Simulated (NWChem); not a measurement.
System: GaHOClF; SMILES [OH][Ga]([F])[Cl]

The following NWChem deck was run.

```
start job
memory heap 200 mb stack 900 mb global 1100 mb
geometry units angstroms noautoz
  Ga    -0.013240    -0.316480     0.000000
  F     -1.542652    -1.166414     0.000000
  Cl    -0.004961     1.817638     0.000000
  O      1.504429    -1.252356     0.000000
  H      1.310019    -2.204658     0.000000
end
basis spherical
  * library def2-svpd
end
dft
  xc pbe0
  iterations 150
end
tddft
  cis
  nroots 6
  notriplet
end
task tddft energy
```

Coordinates come from a B3LYP/6-31G* (spherical d) optimisation.

Vertical excitations in the gas phase.

Q: Predict the main results of this run. (PBE0/def2-SVPD, TDA.) Quantities: lowest excitation, singlet (eV); oscillator strength of that lowest state; lowest state with f > 0.02, singlet (eV); oscillator strength of that bright state; orbital gap (eV).

A: 
```
Quantity                                  Result
----------------------------------------  ------
lowest excitation, singlet (eV)             6.11
oscillator strength of that lowest state   0.001
lowest state with f > 0.02, singlet (eV)    6.28
oscillator strength of that bright state   0.022
orbital gap (eV)                            7.68
```
